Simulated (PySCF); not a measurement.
Sn(I)(SiH3) (H₃ISiSn), SMILES [Sn]([I])[SiH3] (connectivity only; charge and spin as stated), neutral, multiplicity 1.

Geometry: B3LYP-D3(BJ)/def2-SVP. The def2 effective core potentials stand for the cores of I, Sn; spin–orbit coupling is left out.

These are PySCF with HF/def2-TZVPD values and carry that method's errors.

Symmetry labels are those of the subgroup Cs that the program uses (full group Cs).

Question: List the valence orbital energies around the gap with their symmetry. (Estimate from the structure and the level; the computed values follow.)

Answer: 
| orbital | symmetry | energy (eV) |
|---|---|---|
| HOMO−7 | A' | -19.56 |
| HOMO−6 | A' | -15.54 |
| HOMO−5 | A" | -13.18 |
| HOMO−4 | A' | -13.18 |
| HOMO−3 | A' | -10.53 |
| HOMO−2 | A' | -10.09 |
| HOMO−1 | A" | -9.99 |
| HOMO | A' | -8.37 |
| LUMO | A" | -0.69 |
| LUMO+1 | A' | 0.94 |
| LUMO+2 | A' | 1.28 |
| LUMO+3 | A' | 1.43 |
